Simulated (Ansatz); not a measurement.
`[F][In]([F])[SiH3]` + `O[SiH2][SeH]` → `O[SiH2][Se][SiH3]` + `[F][InH][F]`  (cleavage of the Si–In bond)

Isolated molecules relaxed with PBE0-D4/def2-TZVP in Ansatz; ΔE leaves out vibrations. CCSD(T)/CBS is the MP2 limit (def2-TZVPP, def2-QZVPP) plus CCSD(T) − MP2 in def2-TZVPP, frozen cores. Functionals use def2-TZVPP. def2 core potentials past Kr. For In, Se outer-core shells are correlated without core-valence functions, which leaves a few kJ/mol of doubt a bond. Scalar relativity is left out up to krypton. Each species was taken in one conformer, which may not be the lowest.

Question: Is it downhill or uphill in electronic energy at CCSD(T)/CBS, and by how much? (An estimate is asked.)

Answer: Ansatz gave: Downhill: ΔE = -0.20 eV.

Question: What do these levels give: r2SCAN-D4, ωB97M-V, PBE, r2SCAN, HF/def2-TZVPP, MP2/def2-TZVPP, SCS-MP2/def2-TZVPP, CCSD/def2-TZVPP, HF/def2-QZVPP, MP2/def2-QZVPP, MP2/CBS(def2), CCSD/CBS(def2)? (An estimate is asked.)

Answer: Computed: r2SCAN-D4 -0.19, ωB97M-V -0.22, PBE -0.07, r2SCAN -0.17, HF/def2-TZVPP -0.23, MP2/def2-TZVPP -0.25, SCS-MP2/def2-TZVPP -0.23, CCSD/def2-TZVPP -0.19, HF/def2-QZVPP -0.23, MP2/def2-QZVPP -0.25, MP2/CBS(def2) -0.25, CCSD/CBS(def2) -0.19 eV.

Largest T1 diagnostic among the species: 0.017.

The D4 term adds −0.08 eV with B3LYP and −0.04 eV with PBE0; it sums over pairs of atoms, weighted by their polarisabilities, and B3LYP, whose exchange is more repulsive, gets the larger term. From PBE to PBE0 (25 % exact exchange), in def2-TZVPP and without D4, ΔE moves by −0.06 eV.

B3LYP here is the variant with VWN-RPA as its local correlation; programs differ in this.
